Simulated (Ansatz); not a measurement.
In₇Sb₇H₂₀, a nanocrystal cut from zinc blende InSb (hydrogen-capped). Total charge 0; triplet. Geometry PBE-D4/def2-SVP, that of the neutral singlet; atoms count from 1.

```tsv
atom	x (Å)	y (Å)	z (Å)
In1	0.4178	4.4562	-0.9459
In2	-3.1275	-3.5191	-0.1169
In3	-1.8352	1.1720	1.7092
In4	-0.4682	0.0990	-2.7320
In5	4.0675	1.2430	-1.6855
In6	1.7010	-1.9447	0.9893
In7	2.6538	2.3418	2.9003
Sb8	-2.3829	-2.1282	-2.5089
Sb9	-1.3537	2.0895	-0.9249
Sb10	2.6726	3.0114	0.1030
Sb11	-3.6016	-1.1704	1.4556
Sb12	-0.4505	-3.9483	0.8131
Sb13	0.6733	0.1743	2.5600
Sb14	1.9554	-0.8242	-1.5973
H15	-0.2778	5.4831	0.2750
H16	0.6318	4.7786	-2.6427
H17	-4.2783	-4.8151	-0.1543
H18	-2.7238	2.2089	2.7931
H19	-0.4970	0.4576	-4.4378
H20	3.9801	1.8295	-3.3217
H21	5.4052	0.4773	-0.8772
H22	3.0351	-2.8700	1.6245
H23	1.7813	3.5388	3.8138
H24	4.1057	1.4875	3.3374
H25	-3.8721	-1.7150	-3.2691
H26	-1.9917	-3.3665	-3.6404
H27	-2.9330	2.4709	-1.5019
H28	3.8162	4.3019	0.1456
H29	-5.2005	-0.6745	1.0513
H30	-4.0322	-1.7600	3.0155
H31	-0.6283	-4.7631	2.3200
H32	0.1001	-5.3440	-0.0326
H33	0.3023	-0.5923	4.0589
H34	2.3548	-2.1860	-2.5763
```

In the def2 sets In, Sb take a core potential; there is no spin–orbit coupling. Single mean-field runs in def2-SVP are fitted with def2-universal-jkfit. At PBE0-D4/def2-SVP a singlet of charge 0 lies 3.68 eV below the triplet at the same geometry.

**Question.** Estimate the Mulliken populations of the heavy atoms from the PBE0/def2-SVP orbitals of Ansatz.

**Answer.** 
```csv
atom,charge (e),spin (α − β)
In1,0.23,0.00
In2,0.16,0.09
In3,0.13,0.20
In4,0.22,-0.01
In5,0.23,0.00
In6,0.13,0.20
In7,0.15,0.28
Sb8,0.01,0.01
Sb9,-0.16,0.05
Sb10,-0.20,0.06
Sb11,0.03,0.05
Sb12,0.03,0.05
Sb13,0.04,0.66
Sb14,-0.16,0.05
```
Mulliken values depend strongly on the basis.

**Question.** Where does the spin sit?

**Answer.** Summed by element: In 0.76, Sb 0.94, H 0.30, of 2 unpaired in all. Largest on single atoms: Sb13 0.66, In7 0.28, In3 0.20.

**Question.** And the Mayer bond orders between heavy atoms (over 0.3)?

**Answer.** In1–Sb9 0.56 (2.96 Å); In1–Sb10 0.72 (2.88 Å); In2–Sb8 0.74 (2.87 Å); In2–Sb11 0.73 (2.87 Å); In2–Sb12 0.73 (2.87 Å); In3–Sb9 0.78 (2.83 Å); In3–Sb11 0.55 (2.94 Å); In3–Sb13 0.63 (2.83 Å); In4–Sb8 0.58 (2.95 Å); In4–Sb9 0.82 (2.83 Å); In4–Sb14 0.82 (2.83 Å); In5–Sb10 0.72 (2.88 Å); In5–Sb14 0.56 (2.96 Å); In6–Sb12 0.55 (2.95 Å); In6–Sb13 0.63 (2.83 Å); In6–Sb14 0.79 (2.83 Å); In7–Sb10 0.73 (2.88 Å); In7–Sb13 0.42 (2.96 Å).
